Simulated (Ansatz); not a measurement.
The multiplicity is imposed and other spin states were not computed.

Species: [Zn(CH3)(F)] (charge 0, multiplicity 1).

Give a relaxed geometry from Ansatz (an electronic-structure program) with PBE-D3(BJ)/def2-SVP.

the end point of this relaxation.
Cartesian coordinates (Å) in one orientation:
```xyz
6

Zn    -0.005     0.003     0.001
C     -1.649     0.949     0.304
H     -1.882     1.611    -0.554
H     -1.576     1.575     1.216
H     -2.490     0.239     0.435
F      1.498    -0.862    -0.276
```
